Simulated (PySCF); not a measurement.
PBE on He (helium, neutral), 1s1 2p1, high-spin 3P determinant (an excited configuration). All numbers are calculated (PySCF 2.14, the non-relativistic Hamiltonian (point nucleus), in dyall-acv3z (10s3p2d, 29 functions)).

```
cycle= 1 E= -2.02430351690459  delta_E= -0.000628  |g|= 0.00343  |ddm|= 0.0336
cycle= 2 E= -2.02430600178956  delta_E= -2.48e-06  |g|= 0.000279  |ddm|= 0.0012
cycle= 3 E= -2.02430604205232  delta_E= -4.03e-08  |g|= 2.44e-05  |ddm|= 0.000262
cycle= 4 E= -2.02430604227207  delta_E= -2.2e-10  |g|= 3.55e-07  |ddm|= 1.2e-05
converged SCF energy = -2.02430604227207  <S^2> = 2  2S+1 = 3
```

Highest occupied orbital energy: 3.244 eV; ⟨L²⟩ = 2.00; populations by l: s 1.00, p 1.00, d 0.00.

Can this result be used?

Not for this state. The calculation finished and met its thresholds. The outer electron is Rydberg-like, and this basis confines it to a smaller radius and binds it less than a complete one would. At PBE the highest occupied level has a positive energy, so only the finite basis holds that electron; for this excited configuration the basis is too tight for the outer shell.
